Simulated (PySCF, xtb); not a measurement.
Cl₂H₂O₂Ti, SMILES [Ti]([OH])([Cl])([OH])[Cl], multiplicity 1.

GFN2-xTB in xtb at its own geometry gives an orbital gap of 3.46 eV and a dipole moment of 5.65 D.

Geometry optimised at ωB97X-D3(BJ)/def2-SVP. The geometry has at least one imaginary mode, so it is a saddle point at that level. The spin state was assumed, not searched. The structure was generated by enumeration; whether it is a known compound was not checked. Other conformers were not sampled.

What does B3LYP/def2-TZVP (PySCF) give? (An estimate is asked for; the answer gives what the named calculation found.)

gap 5.92 eV (levels -8.53 and -2.60 eV), dipole 4.60 D.
